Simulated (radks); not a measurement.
The iridium ion Ir3+, 74 electrons, occupied as [Xe] 4f14 5d6. Calculated with a radial shooting solver on a logarithmic mesh with Libxc functionals: Dirac Kohn-Sham, BLYP, spin-unpolarised, spherical densities, point nucleus; open shells are shared between the two j in proportion to 2j + 1. Some entries of the table are withheld. Estimate them.

orbital,occ.,eigenvalue (eV),r(max) (bohr),<r^2> (bohr^2)
1s1/2,2,-76060.59,0.01081,0.0004193
2s1/2,2,-13321.66,0.06249,0.006357
2p1/2,2,-12761.48,0.04619,0.004516
2p3/2,4,-11133.18,0.05336,0.005709
3s1/2,2,-3139.611,0.1759,0.04138
3p1/2,2,-2888.937,0.1644,0.03783
3p3/2,4,-2532.416,0.1790,0.04431
3d3/2,4,-2114.332,0.1397,0.03412
3d5/2,6,-2037.296,0.1437,0.03590
4s1/2,2,-694.4244,0.3976,0.2024
4p1/2,2,-588.7201,0.3964,(1)
4p3/2,4,-504.3541,0.4268,(2)
4d3/2,4,-331.2285,0.4210,0.2579
4d5/2,6,-315.5727,0.4305,0.2702
5s1/2,2,(3),0.8906,1.068
5p1/2,2,-95.8788,0.9455,1.266
4f5/2,6,-95.3596,0.3925,0.3452
4f7/2,8,-92.2371,0.3972,0.3555
5p3/2,4,-82.0749,1.026,1.504
5d3/2,2.4,-37.6252,1.253,2.696
5d5/2,3.6,-36.1792,1.289,2.860

Answer. 
(1) 4p1/2 <r^2> (bohr^2): 0.2074
(2) 4p3/2 <r^2> (bohr^2): 0.2411
(3) 5s1/2 eigenvalue (eV): -129.2121
